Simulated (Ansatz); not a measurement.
`S[SiH2][SeH]` + `P[SeH]` → `P[Se][SiH2][SeH]` + H₂S  (ligand exchange at the Si–S bond)

Isolated molecules relaxed with PBE0-D4/def2-TZVP in Ansatz; ΔE leaves out vibrations. CCSD(T)/CBS is the MP2 limit (def2-TZVPP, def2-QZVPP) plus CCSD(T) − MP2 in def2-TZVPP, frozen cores. This one scheme is used for every species. DFT in def2-TZVPP. For Se outer-core shells are correlated without core-valence functions, which leaves a few kJ/mol of doubt a bond. Scalar relativity is left out up to krypton. One conformer a species, not always the lowest.

(1) Is it downhill or uphill in electronic energy at CCSD(T)/CBS, and by how much? (An estimate is asked.)

(2) What do these levels give: PBE-D4, BLYP-D4, BHLYP-D4, CAM-B3LYP-D4, ωB97M-V, B2PLYP, r2SCAN, PBE0, r2SCANh, r2SCAN0, CCSD/def2-TZVPP, MP2/def2-QZVPP? (Best estimate.)

Largest T1 diagnostic among the species: 0.010.

Answers

(1) Ansatz gave: Downhill: ΔE = -0.11 eV.

(2) Computed: PBE-D4 -0.09, BLYP-D4 -0.09, BHLYP-D4 -0.10, CAM-B3LYP-D4 -0.06, ωB97M-V -0.07, B2PLYP -0.06, r2SCAN -0.06, PBE0 -0.06, r2SCANh -0.06, r2SCAN0 -0.06, CCSD/def2-TZVPP -0.08, MP2/def2-QZVPP -0.14 eV.

In def2-TZVPP, CCSD(T) changes the Hartree–Fock value by −0.08 eV (the triples alone add −0.01 eV) and MP2 by −0.11 eV. Leaving LDA and LC-ωPBE aside and taking each functional with its dispersion term where it has one, the values, not all of them listed here, spread over 0.08 eV, from BHLYP-D4 to B97M-V.
